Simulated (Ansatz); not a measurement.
Zn8H22S8⁺. Charge 1, multiplicity 2. Geometry PBE-D4/def2-SVP, that of the neutral singlet; atoms count from 1.

```csv
atom,x (Å),y (Å),z (Å)
Zn1,-0.423,-1.271,4.541
S2,0.495,-3.659,2.271
S3,1.480,-0.460,2.472
Zn4,2.723,-0.439,0.390
Zn5,-0.854,-2.922,0.248
S6,0.947,-1.730,-0.879
S7,2.284,1.637,-0.787
Zn8,1.391,3.502,-2.880
Zn9,-0.075,-0.880,-2.922
S10,1.996,0.273,-3.836
Zn11,-0.606,0.663,2.617
S12,-1.853,-0.822,1.027
S13,-0.265,2.813,1.741
Zn14,0.175,2.705,-0.562
Zn15,-3.177,0.075,-0.735
S16,-1.182,0.937,-1.704
H17,0.397,-0.921,5.827
H18,-1.200,-2.323,3.611
H19,1.175,-4.586,1.507
H20,-0.423,-4.595,2.641
H21,2.223,0.422,3.197
H22,4.142,-1.104,0.314
H23,-1.730,-4.058,-0.367
H24,1.637,-2.786,-1.391
H25,3.016,2.494,-0.023
H26,2.501,4.600,-2.772
H27,0.594,2.387,-3.713
H28,-0.836,-1.736,-3.983
H29,2.566,-0.948,-4.141
H30,1.477,0.378,-5.092
H31,-1.342,0.382,4.024
H32,-2.721,-1.343,1.938
H33,-1.512,3.361,1.785
H34,-3.047,2.165,0.678
H35,0.034,3.972,-1.550
H36,-4.659,-0.021,-1.163
H37,-3.786,2.151,0.448
H38,-1.561,1.685,-2.777
```

Single mean-field runs in def2-SVP are fitted with def2-universal-jkfit. In the doublet geometry the species has come apart into loosely held pieces.

(1) Estimate the Mulliken populations of the heavy atoms from the PBE0/def2-SVP orbitals of Ansatz.

(2) Where does the spin sit?

(3) And the Mayer bond orders between heavy atoms (over 0.3)?

## Answers

(1) 
```csv
atom,charge (e),spin (α − β),d electrons
Zn1,0.41,0.03,9.93
S2,-0.07,0.00,–
S3,-0.39,0.06,–
Zn4,0.45,0.00,9.95
Zn5,0.41,0.00,9.95
S6,-0.43,0.01,–
S7,-0.39,0.06,–
Zn8,0.41,0.03,9.93
Zn9,0.41,0.00,9.95
S10,-0.07,0.00,–
Zn11,0.44,0.00,9.94
S12,-0.41,0.02,–
S13,-0.34,0.00,–
Zn14,0.45,0.00,9.94
Zn15,0.45,0.00,9.94
S16,-0.41,0.01,–
```
Mulliken values depend strongly on the basis.

(2) Summed by element: Zn 0.06, S 0.16, H 0.78, of 1 unpaired in all. Largest on single atoms: H26 0.25, H17 0.24, H18 0.12.

(3) S2–Zn5 0.39 (2.54 Å); S3–Zn4 0.44 (2.43 Å); S3–Zn11 0.54 (2.37 Å); Zn4–S6 0.32 (2.54 Å); Zn4–S7 0.45 (2.43 Å); Zn5–S6 0.43 (2.44 Å); Zn5–S12 0.40 (2.45 Å); S6–Zn9 0.43 (2.44 Å); S7–Zn14 0.53 (2.37 Å); Zn9–S10 0.39 (2.54 Å); Zn9–S16 0.40 (2.45 Å); Zn11–S12 0.35 (2.51 Å); Zn11–S13 0.61 (2.35 Å); S12–Zn15 0.48 (2.38 Å); S13–Zn14 0.61 (2.35 Å); Zn14–S16 0.36 (2.50 Å); Zn15–S16 0.49 (2.38 Å).
